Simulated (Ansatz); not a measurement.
C8H8O, SMILES `C=COc1ccccc1`. Charge 0, multiplicity 1. The structure was optimised at the PBE0-D4/def2-TZVP level. It is one conformer, not always the lowest.

```xyz
17

C    -0.435   -0.464    3.456
C    -0.061    0.029    2.287
O    -0.911    0.086    1.228
C    -0.382    0.092   -0.030
C    -1.143    0.697   -1.022
C    -0.677    0.714   -2.324
C     0.545    0.135   -2.644
C     1.292   -0.472   -1.648
C     0.833   -0.504   -0.338
H     0.246   -0.422    4.294
H    -1.417   -0.895    3.600
H     0.919    0.465    2.112
H    -2.090    1.149   -0.753
H    -1.272    1.188   -3.096
H     0.907    0.153   -3.665
H     2.240   -0.940   -1.888
H     1.404   -1.011    0.430
```

Question: What is the dipole moment at r2SCAN/def2-TZVPP? (An estimate is asked.)

Answer: Computed: 0.93 D, with components (0.86, 0.08, -0.34) D in this frame, pointing from negative to positive charge.

Question: And with PBE, B3LYP, ωB97M-V? (Best estimate.)

Answer: The calculation gave: PBE 0.89 D, B3LYP 0.99 D, ωB97M-V 1.01 D.

Question: Give the Mulliken charges with r2SCAN, PBE, B3LYP in def2-TZVPP. (Best estimate.)

Answer: Ansatz gave: 
```csv
atom,r2SCAN,PBE,B3LYP
C1,-0.25,-0.24,-0.26
C2,0.09,0.05,0.06
O3,-0.25,-0.17,-0.25
C4,0.28,0.22,0.24
C5,-0.18,-0.18,-0.18
C6,-0.06,-0.09,-0.10
C7,-0.13,-0.13,-0.14
C8,-0.09,-0.12,-0.12
C9,-0.17,-0.17,-0.19
H10,0.09,0.10,0.10
H11,0.09,0.09,0.11
H12,0.10,0.10,0.11
H13,0.10,0.11,0.13
H14,0.10,0.11,0.13
H15,0.10,0.11,0.13
H16,0.10,0.11,0.13
H17,0.10,0.10,0.12
```

B3LYP here is the variant with VWN-RPA as its local correlation; programs differ in this.
